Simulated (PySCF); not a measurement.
GaH3. Atoms are numbered in the order given.

```xyz
4

Ga     0.0000     0.0000     0.0000
H      1.5686     0.0000     0.0000
H     -0.7843     1.3585     0.0000
H     -0.7843    -1.3585     0.0000
```
Charge 0, spin multiplicity 1.

Geometry optimised at PBE0-D3(BJ)/def2-TZVPD. The isomer is the one that the SMILES or the coordinates give; other isomers of the formula were not compared.

All values below come from PySCF with PBE0-D3(BJ)/def2-TZVPD.

Frequencies are harmonic and unscaled.

Modes within 1.5 cm⁻¹ of each other (mostly degenerate sets) share a row, with their intensities summed.

```json
[
 {"mode": "1", "ν (cm⁻¹)": "721", "IR (km/mol)": "170.7", "moving atoms (share of kinetic energy)": "H 96 %"},
 {"mode": "2–3", "ν (cm⁻¹)": "758", "IR (km/mol)": "293.1", "moving atoms (share of kinetic energy)": "H 98 %"},
 {"mode": "4", "ν (cm⁻¹)": "1976", "IR (km/mol)": "0.0", "moving atoms (share of kinetic energy)": "H 100 %"},
 {"mode": "5–6", "ν (cm⁻¹)": "1977", "IR (km/mol)": "501.7", "moving atoms (share of kinetic energy)": "H 98 %"}
]
```
